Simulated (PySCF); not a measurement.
## How methods differ on the excitation energy of C+

C+ [He] 2s2 2p1 (2P) → C+ [He] 2s2 3d1 (2D), as a difference of total energies. All numbers are calculated (PySCF 2.14, scalar relativity by spin-free X2C-1e, in aug-cc-pVTZ-DK). Correlated levels: valence: 1s2 frozen. The calculations carry no spin-orbit coupling.

```json
{"method": "UHF", "excitation energy (cm⁻¹)": "150070"}
{"method": "LDA", "excitation energy (cm⁻¹)": "146900"}
{"method": "PBE", "excitation energy (cm⁻¹)": "145930"}
{"method": "PBE0", "excitation energy (cm⁻¹)": "147670"}
{"method": "r2SCAN", "excitation energy (cm⁻¹)": "150070"}
{"method": "LC-wPBE", "excitation energy (cm⁻¹)": "152150"}
{"method": "MN15", "excitation energy (cm⁻¹)": "148090"}
{"method": "B97-3", "excitation energy (cm⁻¹)": "148080"}
{"method": "BLYP", "excitation energy (cm⁻¹)": "146400"}
{"method": "MP2 (valence)", "excitation energy (cm⁻¹)": "149030"}
{"method": "SCS-MP2 (valence)", "excitation energy (cm⁻¹)": "148840"}
```

Errors of the correlated levels include the incompleteness of this basis and the frozen core.

The promoted electron is Rydberg-like, and one or two diffuse shells describe it only roughly, which tends to raise the upper state.

Task: Which method comes closest to the reference value, and which is furthest?

Result: The reference is 145510 cm⁻¹ (measured; NIST levels, between the centres of gravity of the two terms). Closest: PBE (error 423.78 cm⁻¹); furthest: LC-wPBE (error 6645.8 cm⁻¹).
